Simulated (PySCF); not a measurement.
A structure optimised at PBE-D3(BJ)/def2-SVP, used in a PySCF frequency run:

```
N
H 1 1.0202
B 1 1.4354 2 118.54
B 1 1.4354 2 118.54 3 180.00
N 4 1.4354 1 117.09 2 180.00
H 5 1.0202 4 118.54 1 180.00
B 5 1.4354 6 118.54 4 180.00
N 3 1.4354 1 117.09 2 180.00
H 8 1.0202 3 118.54 1 180.00
H 7 1.2169 5 121.46 6 0.00
H 4 1.2169 1 121.46 2 0.00
H 3 1.2169 1 121.46 2 0.00
```

Question: Write its SMILES, formula and point group.

Answer: B1NBNBN1, B3H6N3, D3h

Question: What are its rotational constants (standard atomic weights)?

Answer: 5.2567, 5.2567, 2.6283 GHz
